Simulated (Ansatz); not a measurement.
Br2, charge +1, doublet, geometry from GFN2-xTB (a state made from the parent by changing its charge; the spin is typed, not shown lowest); Ansatz (an electronic-structure program) with WB97X/STO-3G.

Ansatz was given this input:
Ansatz 0.2 input:
```yaml
crystal:
  periodic: [false, false, false]
  atoms:
    - {symbol: Br, position_ang: [-0.00000000, -0.00000000, -1.11909265]}
    - {symbol: Br, position_ang: [0.00000000, 0.00000000, 1.11909265]}
basis:
  gaussian:
    orbitals: STO-3G
hamiltonian:
  xc: {name: wB97X}
total_charge: 1
magnetization: {spin_polarized: true, initial_magnetization: 1}
```

### Question
Predict the main parts of the log of this Ansatz run.

### Answer

```
Functional definition: wB97X
352 factors; integrals over basis functions are off by at most 1.3e-5 eV
74 factors; integrals over basis functions are off by at most 7.0e-7 eV
mean field evaluation 1: about -138555.3798 eV, gradient 3.3e0 eV
mean field evaluation 2: about -138555.5148 eV, gradient 3.6e-1 eV
mean field evaluation 4: about -138555.5165 eV, gradient 3.8e-2 eV
mean field evaluation 8: about -138555.5165 eV, gradient 5.2e-5 eV
mean field -138555.51651157 eV, -5091.8213154978 hartree, gradient 5.6e-6 eV, S^2 0.750166; 0 other end points of the search recorded, 0 dependent functions left out
reference -138555.51650251 eV, -5091.8213151651 hartree; 35, 34 occupied and 1, 2 virtual orbitals, 352 factors
Total energy: -138555.51650251 eV, -5091.8213151651 hartree
```
